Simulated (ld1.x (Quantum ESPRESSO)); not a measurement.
**How hard is this Pb (Z = 82) TM potential?**

```
Element                 : lead
Generator               : ld1.x (Quantum ESPRESSO) 7.5
Type                    : norm-conserving Troullier–Martins (Kleinman–Bylander form)
Functional              : PBE
Relativity              : scalar-relativistic
Frozen core             : [Xe] 4f14
Valence charge          : 14
Reference configuration : 5d10 6s2 6p2
Partial waves           : 6s (bound): rc 1.55 bohr; 5d (bound): rc 1.70 bohr; 6p (bound): rc 2.15 bohr
Local potential         : the p channel
Core correction         : Bessel-smoothed model core inside 1.50 bohr
```

The pseudo-atom Hamiltonian at the reference potential is diagonalised in spherical Bessel functions j_l(qr) that vanish at 20 bohr, with q² up to the cutoff. All-electron valence levels (Ry): 6s -0.8849, 5d -1.5565, 6p -0.2571.

**Question.** How do the lowest levels (Ry) of each channel move with the cutoff, and are there ghosts?

**Answer.**

```csv
cutoff (Ry),s #1,d #1,d #2,p #1,f #1,f #2,Σ f·Δε (mRy)
8,-0.7855,0.0124,0.0786,-0.2530,0.1025,0.2211,15896.3
15,-0.8007,-0.3236,0.0506,-0.2554,0.1025,0.2211,12501.1
25,-0.8613,-1.2013,0.0459,-0.2568,0.1025,0.2211,3599.5
40,-0.8791,-1.5379,0.0452,-0.2570,0.1025,0.2211,198.1
55,-0.8826,-1.5560,0.0452,-0.2570,0.1025,0.2211,9.4
80,-0.8834,-1.5564,0.0452,-0.2571,0.1025,0.2211,4.2
110,-0.8844,-1.5565,0.0452,-0.2571,0.1025,0.2211,1.1
160,-0.8848,-1.5565,0.0452,-0.2571,0.1025,0.2211,0.2
400,-0.8849,-1.5565,0.0452,-0.2571,0.1025,0.2211,0.0
```

Result: no extra level below or beside the all-electron valence levels (s, d, p, f tested); 10 mRy is reached at 55 Ry and 1 mRy at 120 Ry.
